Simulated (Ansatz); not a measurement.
Gas-phase electronic energies from Ansatz, PBE0-D4/def2-TZVP geometries. CCSD(T)/CBS adds triple-zeta CCSD(T) − MP2 to the extrapolated MP2 energy (def2 sets, frozen cores). For Ge outer-core shells are correlated without core-valence functions, which leaves a few kJ/mol of doubt a bond. Scalar relativity is left out up to krypton. One conformer a species, not always the lowest.

Reaction (redistribution): `[SiH3][B]1[O][GeH2]1` + `C[SiH2][NH][GeH3]` → `[SiH3][SiH2][NH][GeH3]` + `C[B]1[O][GeH2]1`

| species | CCSD(T)/CBS(def2) energy (Eh) |
| --- | --- |
| `[SiH3][B]1[O][GeH2]1` | -2468.16403 |
| `C[SiH2][NH][GeH3]` | -2463.39859 |
| `[SiH3][SiH2][NH][GeH3]` | -2714.39913 |
| `C[B]1[O][GeH2]1` | -2217.16732 |

(1) Work out ΔE.

Largest T1 diagnostic among the species: 0.016.

Answers

(1) ΔE = (-2714.39913) + (-2217.16732) − (-2468.16403) − (-2463.39859) = -0.00383 Eh = -0.10 eV.
